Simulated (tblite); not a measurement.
Compound: C5H13NO3Si.
Numbering: `[CH3:1][C:2](=[O:3])[O:4][Si@H:5]([NH2:6])[O:7][CH:8]([CH3:9])[CH3:10]` (hydrogens: H11, H12, H13 on C1; H14 on Si5; H15, H16 on N6; H17 on C8; H18, H19, H20 on C9; H21, H22, H23 on C10)

Computed with GFN2-xTB (tblite), gas phase: L-BFGS steps from a force-field or distance-geometry start until the largest atomic force falls under 0.01 eV/Å.

Step 102: E = -934.0865 eV
```
atom  x, y, z in Å  |  force x, y, z in eV/Å
C1      3.4055   -1.2506   -0.3737   -0.015  -0.002  -0.003
C2      2.7437    0.0860   -0.5960   -0.004   0.003  -0.009
O3      3.3352    1.1319   -0.6650   -0.055  -0.002  -0.002
O4      1.4323   -0.0262   -0.7122    0.000   0.042   0.010
Si5     0.3255    1.2238   -0.8025    0.003  -0.022   0.002
N6      0.7638    2.2786    0.4815   -0.129   0.047   0.085
O7     -1.1357    0.5848   -0.6102    0.003   0.010  -0.049
C8     -1.6572   -0.2833    0.3752    0.028  -0.004  -0.034
C9     -2.3562   -1.4385   -0.3335    0.019  -0.024  -0.009
C10    -2.6264    0.4886    1.2640    0.032  -0.023  -0.007
H11     4.4209   -1.1115   -0.0126   -0.029  -0.003  -0.026
H12     3.4266   -1.7888   -1.3199    0.013   0.000   0.016
H13     2.8188   -1.8289    0.3356    0.037  -0.016  -0.007
H14     0.2267    1.6858   -2.1769    0.042  -0.005   0.045
H15     1.7176    2.5994    0.5221    0.063  -0.006  -0.022
H16     0.1329    3.0141    0.7611    0.046  -0.016  -0.065
H17    -0.8278   -0.6670    0.9808   -0.037  -0.054   0.042
H18    -1.6533   -1.9566   -0.9791    0.038   0.004  -0.025
H19    -3.1644   -1.0490   -0.9482   -0.007  -0.041   0.036
H20    -2.7504   -2.1449    0.3925   -0.043   0.029  -0.008
H21    -3.0428   -0.1649    2.0254    0.014  -0.019   0.016
H22    -3.4375    0.8814    0.6557    0.033   0.067   0.030
H23    -2.1021    1.3089    1.7462   -0.052   0.034  -0.016
```

Step 103: E = -934.0880 eV
```
atom  x, y, z in Å  |  force x, y, z in eV/Å
C1      3.4055   -1.2520   -0.3761   -0.023   0.009   0.002
C2      2.7462    0.0870   -0.5961   -0.038  -0.043  -0.009
O3      3.3393    1.1309   -0.6665   -0.027   0.048  -0.002
O4      1.4335   -0.0215   -0.7073    0.009   0.027   0.010
Si5     0.3257    1.2270   -0.8031    0.002  -0.036   0.028
N6      0.7520    2.2786    0.4890   -0.074   0.049   0.047
O7     -1.1361    0.5858   -0.6165   -0.001  -0.016  -0.033
C8     -1.6553   -0.2826    0.3713    0.026  -0.008  -0.018
C9     -2.3560   -1.4398   -0.3324    0.017  -0.003  -0.019
C10    -2.6220    0.4876    1.2643    0.026  -0.006  -0.018
H11     4.4226   -1.1159   -0.0183   -0.035   0.000  -0.034
H12     3.4210   -1.7919   -1.3217    0.010   0.006   0.029
H13     2.8195   -1.8256    0.3377    0.037  -0.025  -0.014
H14     0.2325    1.6861   -2.1787    0.042   0.003   0.048
H15     1.7125    2.5827    0.5506   -0.035  -0.005  -0.027
H16     0.1233    3.0265    0.7405    0.088  -0.017  -0.044
H17    -0.8254   -0.6651    0.9762   -0.017  -0.052   0.038
H18    -1.6549   -1.9599   -0.9781    0.038  -0.009  -0.013
H19    -3.1618   -1.0480   -0.9479   -0.028  -0.040   0.018
H20    -2.7557   -2.1423    0.3949   -0.017   0.038  -0.018
H21    -3.0302   -0.1641    2.0315    0.033  -0.013   0.022
H22    -3.4404    0.8731    0.6626    0.006   0.070  -0.003
H23    -2.1004    1.3163    1.7343   -0.039   0.022   0.010
```

Problem. Estimate the geometry and energy of step 104. (The exact step hangs on the optimiser's Hessian estimate; all steps are aligned on step 103, rigid shifts and turns removed.)

Solution. E = -934.0893 eV, largest force 0.066 eV/Å
```
atom  x, y, z in Å  |  force x, y, z in eV/Å
C1      3.4054   -1.2525   -0.3774   -0.021   0.005   0.006
C2      2.7489    0.0873   -0.5983   -0.018   0.006  -0.004
O3      3.3444    1.1302   -0.6694   -0.035   0.023   0.000
O4      1.4361   -0.0167   -0.7078   -0.002   0.003   0.016
Si5     0.3267    1.2295   -0.8004   -0.018  -0.046   0.016
N6      0.7484    2.2807    0.4934   -0.059  -0.003   0.025
O7     -1.1339    0.5836   -0.6175    0.002  -0.035  -0.012
C8     -1.6546   -0.2845    0.3702    0.012  -0.015  -0.001
C9     -2.3567   -1.4425   -0.3318    0.009   0.014  -0.023
C10    -2.6213    0.4862    1.2634    0.021   0.004  -0.020
H11     4.4226   -1.1188   -0.0195   -0.025   0.007  -0.036
H12     3.4199   -1.7946   -1.3214    0.009   0.005   0.018
H13     2.8196   -1.8240    0.3377    0.024  -0.031  -0.007
H14     0.2330    1.6904   -2.1752    0.041   0.006   0.043
H15     1.7083    2.5817    0.5569    0.038   0.000  -0.023
H16     0.1272    3.0363    0.7328    0.013   0.033  -0.020
H17    -0.8280   -0.6696    0.9782   -0.001  -0.038   0.021
H18    -1.6570   -1.9630   -0.9797    0.024  -0.011   0.009
H19    -3.1638   -1.0510   -0.9454   -0.031  -0.031   0.004
H20    -2.7589   -2.1419    0.3975    0.008   0.033  -0.028
H21    -3.0309   -0.1653    2.0309    0.048   0.003   0.011
H22    -3.4384    0.8740    0.6626   -0.019   0.058  -0.024
H23    -2.1017    1.3173    1.7308   -0.019   0.008   0.028
```

The energy changes by -0.0013 eV. The first-order estimate −F·Δx gives -0.0019 eV and the mean of the old and new forces, exact on a quadratic surface, -0.0013 eV. The step makes an angle of 71° with the force vector and moves no atom by more than 0.013 Å.

The cost below is that of the whole relaxation. On one thread, Intel Xeon at 2.50 GHz (x86_64), shared host, this took 6.6 s wall.
